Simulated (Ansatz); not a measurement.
PSbSbSb tetrahedron (Sb3P): single points at one geometry.

```yaml
crystal:
  periodic: [false, false, false]
  atoms:
    - {symbol: P, position_ang: [-1.324533, 0.363027, -0.578683]}
    - {symbol: Sb, position_ang: [-0.299898, -1.047475, 1.308795]}
    - {symbol: Sb, position_ang: [0.736079, 1.450452, 0.504450]}
    - {symbol: Sb, position_ang: [0.888362, -0.766004, -1.234562]}
basis:
  gaussian: {orbitals: def2-TZVP, initial_orbitals: start.molden}
hamiltonian: {xc: {name: BLYP}, dispersion: d4}
scf: {omitted_lower_state_checks: [starts]}
output: {orbitals: {seedname: orbitals}}
```

The file start.molden holds the orbitals of an earlier run on this structure, at another level or in another basis.

```sh
$ ansatz run in.yaml --threads 2 --pin off --events-out ev --progress --plain --max-ram 4352MiB
```

It prints (some lines left out):

```
Functional definition: BLYP
1419 factors; their error is unknown
mean field evaluation 1: about -28901.1459 eV, gradient 1.5e1 eV
mean field evaluation 2: about -28901.3977 eV, gradient 3.0e-1 eV
mean field evaluation 4: about -28901.3855 eV, gradient 1.4e-1 eV
mean field evaluation 8: about -28901.3855 eV, gradient 1.1e-5 eV
mean field -28901.38554444 eV, -1062.1063286954 hartree, gradient 1.1e-5 eV, S^2 0.000000; 0 other end points of the search recorded, 0 dependent functions left out
reference -28901.38582701 eV, -1062.1063390796 hartree; 42, 42 occupied and 145, 145 virtual orbitals, 1419 factors
Total energy: -28902.02534521 eV, -1062.1298409401 hartree
Checks for a lower state left out: starts
```

Run time 3.9 s (2 threads of Arm Neoverse V1 on a shared host).

First input, but with `hamiltonian: {xc: {name: r2SCAN0}, dispersion: d4}` (abridged; 12 s):

```
Functional definition: r2SCAN0
mean field -28909.72717211 eV, -1062.4128778583 hartree, gradient 1.7e-5 eV, S^2 0.000000
Total energy: -28909.80022388 eV, -1062.4155624611 hartree
Checks for a lower state left out: starts
```

First input, but with `hamiltonian: {xc: hse06, dispersion: d4}` (abridged; 7 s):

```
Functional definition: HSE06
mean field -28902.29548677 eV, -1062.1397684592 hartree, gradient 1.7e-5 eV, S^2 0.000000
Total energy: -28902.55420543 eV, -1062.1492761947 hartree
Checks for a lower state left out: starts
```

As the first input, with `hamiltonian: {xc: pbe, dispersion: d4}` (abridged; 3.4 s):

```
Functional definition: PBE
mean field -28901.24985650 eV, -1062.1013422558 hartree, gradient 6.6e-6 eV, S^2 0.000000
Total energy: -28901.56253552 eV, -1062.1128329976 hartree
Checks for a lower state left out: starts
```

The first input with `hamiltonian: {xc: {name: r2SCANh}, dispersion: d4}` (abridged; 11 s):

```
Functional definition: r2SCANh
mean field -28911.37909724 eV, -1062.4735849868 hartree, gradient 1.6e-5 eV, S^2 0.000000
Total energy: -28911.44197485 eV, -1062.4758956964 hartree
Checks for a lower state left out: starts
```

As the first input, with `hamiltonian: {xc: r2scan, dispersion: d4}` (abridged; 9.5 s):

```
Functional definition: r2SCAN
mean field -28912.50355717 eV, -1062.5149081272 hartree, gradient 1.7e-5 eV, S^2 0.000000
Total energy: -28912.55688145 eV, -1062.5168677582 hartree
Checks for a lower state left out: starts
```

As the first input, with `hamiltonian: {xc: {name: B2PLYP}}` and without the key `output` (abridged; 13 s):

```
Functional definition: B2PLYP
mean field -28874.54802737 eV, -1061.1200681343 hartree, gradient 3.9e-6 eV, S^2 0.000000
17 core orbitals not correlated: weight in the atoms' cores, before any rotation towards them, 1.000 or more for the frozen orbitals, at most 0.000 for the correlated occupied ones
second order -39.38359847 eV of doubles, -0.00000000 eV of singles
Total energy: -28885.18173369 eV, -1061.5108496338 hartree
Checks for a lower state left out: starts
```

Geometry: r2SCAN-D4/def2-SVP.

In the def2 sets Sb takes a core potential; there is no spin–orbit coupling. HSE06 is defined as in plane-wave codes, on full-range PBE exchange. Correlated methods freeze 17 core orbitals; core or outer-core shells of Sb are correlated, in sets that lack core-valence functions.
